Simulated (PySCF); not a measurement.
**Dipole response of Os (osmium, neutral)**

[Xe] 4f14 5d5 6s2 6p1, high-spin 7P determinant (an excited configuration). All numbers are calculated (PySCF 2.14, a scalar-relativistic core potential, in def2-TZVPPD with the def2 core potential (60 electrons) (6s5p3d2f1g, 59 functions)). Coupled (time-dependent) response in atomic units; α is the mean over directions.

```
method  mean α (bohr³)         α xx, yy, zz  C₆ (like pair)  S(−4)
   PBE           64.04  49.59, 92.95, 49.59           817.0   1395
  PBE0           64.43  50.48, 92.33, 50.48           827.8   1368
revPBE           65.46  50.76, 94.87, 50.76           840.3   1464
```

S(−4) is the Cauchy moment in α(ω) = α(0) + S(−4) ω² + …

Spin-orbit coupling is absent.

α(iu) at revPBE:

```json
{"u (hartree)": "0", "α(iu) (bohr³)": "65.46"}
{"u (hartree)": "0.0500", "α(iu) (bohr³)": "62.09"}
{"u (hartree)": "0.100", "α(iu) (bohr³)": "54.42"}
{"u (hartree)": "0.200", "α(iu) (bohr³)": "38.65"}
{"u (hartree)": "0.300", "α(iu) (bohr³)": "27.68"}
{"u (hartree)": "0.500", "α(iu) (bohr³)": "16.15"}
{"u (hartree)": "0.750", "α(iu) (bohr³)": "10.05"}
{"u (hartree)": "1.00", "α(iu) (bohr³)": "7.083"}
{"u (hartree)": "1.50", "α(iu) (bohr³)": "4.192"}
{"u (hartree)": "2.00", "α(iu) (bohr³)": "2.792"}
{"u (hartree)": "3.00", "α(iu) (bohr³)": "1.489"}
{"u (hartree)": "5.00", "α(iu) (bohr³)": "0.6195"}
```

The components differ because the open shell of this determinant is not spherical; for a pure term their mean is the scalar polarisability.

Energies and moments cover only the electrons outside the core potential. Spin-orbit coupling, absent here, splits the open shell strongly.
